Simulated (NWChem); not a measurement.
System: trichlorofluoromethane (CCl₃F); SMILES FC(Cl)(Cl)Cl

Input file for NWChem:

```
start job
memory heap 200 mb stack 700 mb global 900 mb
geometry units angstroms noautosym nocenter noautoz
  F      0.000000     0.000000     1.589103
  C      0.000000     0.000000     0.251701
  Cl     0.831894    -1.480301    -0.309487
  Cl     0.866031     1.460592    -0.309487
  Cl    -1.697925     0.019709    -0.309487
end
basis spherical
  * library pcsseg-1
end
dft
  xc pbe0
  iterations 150
end
property
  shielding 3 1 2 3
end
task dft property
```

Output (shortened):

```
             Northwest Computational Chemistry Package (NWChem) 7.3.0
             --------------------------------------------------------

                             Geometry "geometry" -> ""
                             -------------------------

 Output coordinates in angstroms (scale by  1.889725989 to convert to a.u.)

  No.       Tag          Charge          X              Y              Z
 ---- ---------------- ---------- -------------- -------------- --------------
    1 F                    9.0000     0.00000000     0.00000000     1.58910300
    2 C                    6.0000     0.00000000     0.00000000     0.25170100
    3 Cl                  17.0000     0.83189400    -1.48030100    -0.30948700
    4 Cl                  17.0000     0.86603100     1.46059200    -0.30948700
    5 Cl                  17.0000    -1.69792500     0.01970900    -0.30948700

 Effective nuclear repulsion energy (a.u.)     363.2654169470

                              NWChem Property Module
                              ----------------------

  itol2e modified to match energy
  convergence criterion.

                                 NWChem DFT Module
                                 -----------------

 Summary of "ao basis" -> "ao basis" (spherical)
 ------------------------------------------------------------------------------
       Tag                 Description            Shells   Functions and Types
 ---------------- ------------------------------  ------  ---------------------
 F                          pcsseg-1                 7       17   3s3p1d
 C                          pcsseg-1                 7       17   3s3p1d
 Cl                         pcsseg-1                10       24   4s5p1d

  itol2e modified to match energy
  convergence criterion.

            General Information
            -------------------
          SCF calculation type: DFT
          Wavefunction type:  closed shell.
          No. of atoms     :     5
          No. of electrons :    66
           Alpha electrons :    33
            Beta electrons :    33
          Charge           :     0
          Spin multiplicity:     1
          Use of symmetry is: off; symmetry adaption is: off
          Maximum number of iterations: 150
          AO basis - number of functions:   106
                     number of shells:    44
          Convergence on energy requested:  1.00D-07
          Convergence on density requested:  1.00D-05
          Convergence on gradient requested:  5.00D-04

[...]

          -----------------------------------------
          Chemical Shielding Tensors (GIAO, in ppm)
          -----------------------------------------

                                NWChem CPHF Module
                                ------------------

  scftype          =     RHF
  nclosed          =       33
  nopen            =        0
  variables        =     2409
  # of vectors     =        3
  tolerance        = 0.10D-03
  level shift      = 0.00D+00
  max iterations   =       50
  max subspace     =       30

 SCF residual:    1.9066675959500688E-004

Iterative solution of linear equations
  No. of variables     2409
  No. of equations        3
  Maximum subspace       30
        Iterations       50
       Convergence  1.0D-04

   iter   nsub   residual    time
   ----  ------  --------  ---------
     1      3    7.01D-01      86.4
     2      6    3.18D-02      95.5
     3      9    2.48D-03     104.3
     4     12    1.28D-04     112.5
     5     15    1.40D-05     120.5

      Atom:    1  F
        Diamagnetic
    466.5314      0.0000     -0.0001
      0.0000    466.5314     -0.0000
     -0.0001     -0.0000    497.3550

        Paramagnetic
   -322.7885      0.0000      0.0001
      0.0000   -322.7889     -0.0001
      0.0001     -0.0001   -292.5819

        Total Shielding Tensor
    143.7430      0.0000      0.0000
      0.0000    143.7425     -0.0001
      0.0000     -0.0001    204.7731

           isotropic =     164.0862
          anisotropy =      61.0303

          Principal Components and Axis System
                 1           2           3
              204.7731    143.7430    143.7425

      1         0.0000      0.9980     -0.0628
      2        -0.0000      0.0628      0.9980
      3         1.0000     -0.0000      0.0000

      Atom:    2  C
        Diamagnetic
    246.7917     -0.0000      0.0000
     -0.0000    246.7917      0.0000
      0.0000      0.0000    247.4746

        Paramagnetic
   -213.4891      0.0001     -0.0002
      0.0001   -213.4890     -0.0001
     -0.0002     -0.0001   -212.1926

        Total Shielding Tensor
     33.3026      0.0000     -0.0002
      0.0000     33.3027     -0.0001
     -0.0002     -0.0001     35.2821

           isotropic =      33.9625
          anisotropy =       1.9794

          Principal Components and Axis System
                 1           2           3
               35.2821     33.3027     33.3026

      1        -0.0001      0.1146      0.9934
      2        -0.0001      0.9934     -0.1146
      3         1.0000      0.0001      0.0001

      Atom:    3  Cl
        Diamagnetic
   1143.1873     -6.3020     -2.2094
     -6.3020   1150.8597      3.9314
     -2.2094      3.9314   1140.8367

        Paramagnetic
   -860.9482   -345.1700    -98.2795
   -345.1700   -440.7204    174.8801
    -98.2795    174.8801  -1052.2265

        Total Shielding Tensor
    282.2391   -351.4720   -100.4888
   -351.4720    710.1393    178.8115
   -100.4888    178.8115     88.6102

           isotropic =     360.3295
          anisotropy =     893.7363

          Principal Components and Axis System
                 1           2           3
              956.1537     84.7197     40.1152

      1        -0.4768      0.8718      0.1127
      2         0.8484      0.4899     -0.2006
      3         0.2301     -0.0000      0.9732
```

Level: PBE0/pcSseg-1, GIAO. Coordinates come from a B3LYP/6-31G* (spherical d) optimisation. No frequency run checked for a minimum. The printed shielding anisotropy is the first printed principal value minus the mean of the other two.
